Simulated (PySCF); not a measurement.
PbMe4, C4H12Pb.
Bonds: Pb1–C2, Pb1–C6, Pb1–C10, Pb1–C14. Hydrogens: H3, H4, H5 on C2; H7, H8, H9 on C6; H11, H12, H13 on C10; H15, H16, H17 on C14.

A GFN2-xTB structure was refined with PySCF, PBE0-D3(BJ)/def2-SVP geometry optimisation, gas phase, def2 core potentials past Kr. Its GFN2-xTB values:

| coordinate | GFN2-xTB |
| --- | --- |
| Pb1–C2 | 2.282 Å |
| Pb1–C10 | 2.383 Å |
| C2–H3 | 1.117 Å |
| C2–Pb1–C6 | 112.7° |

Question: How do these coordinates change at the PBE0-D3(BJ)/def2-SVP level?

Answer: 
| coordinate | PBE0-D3(BJ)/def2-SVP (Å or °) | change |
| --- | --- | --- |
| Pb1–C10 | 2.242 | -0.141 |
| Pb1–C2 | 2.243 | -0.039 |
| C2–H3 | 1.099 | -0.018 |
| C2–Pb1–C6 | 109.2 | -3.5 |

The energy falls by 0.412 eV over 8 energy and gradient evaluations, the largest force component goes from 0.0452 to 2.5e-04 Eh/bohr, and the atoms move by 0.074 Å rms after alignment. The bond that changes most is Pb1–C10 (ends: lead bonded to 4 C; carbon bonded to Pb and 3 H), which shortens by 0.141 Å. Bonds longer at the end by more than 0.005 Å: 5 of 16; shorter: 8.

The run used 142 basis functions and 52 SCF cycles in all. On one thread, Arm Neoverse V2 (aarch64), no GPU (shared host), this took 69 s wall and 0.68 GiB of memory at its peak.

Not checked by PBE0-D3(BJ)/def2-SVP frequencies.
